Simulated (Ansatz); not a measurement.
Species: C3H12OSi2, charge 0, multiplicity 1. SMILES: [SiH3]CCCO[SiH3]
Coordinates optimised at B3LYP-D3(BJ)/def2-TZVP (Ansatz, a quantum-chemistry and plane-wave program):
```
C
H 1 1.0954
H 1 1.0974 2 107.51
O 1 1.4242 2 109.67 3 -119.25
C 1 1.5182 2 109.99 3 120.25
H 5 1.0936 1 108.40 2 55.52
H 5 1.0944 6 106.82 1 115.80
C 5 1.5342 6 109.60 7 119.50
H 8 1.0927 5 109.40 6 58.11
H 8 1.0939 9 106.27 5 117.95
Si 4 1.6457 1 123.49 2 71.32
H 11 1.4763 4 106.43 1 175.39
H 11 1.4845 12 110.56 4 120.17
H 11 1.4854 12 110.07 13 119.28
Si 8 1.8836 9 107.94 10 115.00
H 15 1.4829 8 111.90 9 54.82
H 15 1.4830 16 108.18 3 167.52
H 15 1.4856 16 107.90 17 117.33
```
Charge 0, spin multiplicity 1.

Computed values are from Ansatz. Correlated levels leave the core frozen unless marked. Open shells are spin-unrestricted. Spin-orbit coupling is left out. No relativistic terms. CBS(X,Y): correlation extrapolated as X^-3; Hartree-Fock from the larger set.

Q: What is the atomisation energy De at CCSD(T)/CBS(cc-pV(T+d)Z,cc-pV(Q+d)Z)?

A: 6465.0 kJ/mol.

Q: What is the T1 diagnostic at CCSD/cc-pV(Q+d)Z?

A: 0.011.

Q: What is the total energy at CCSD(T)/CBS(cc-pV(T+d)Z,cc-pV(Q+d)Z)?

A: -774.7132 Eh.

Q: What is the dipole moment at CCSD(T)/aug-cc-pV(D+d)Z?

A: 1.01 D.
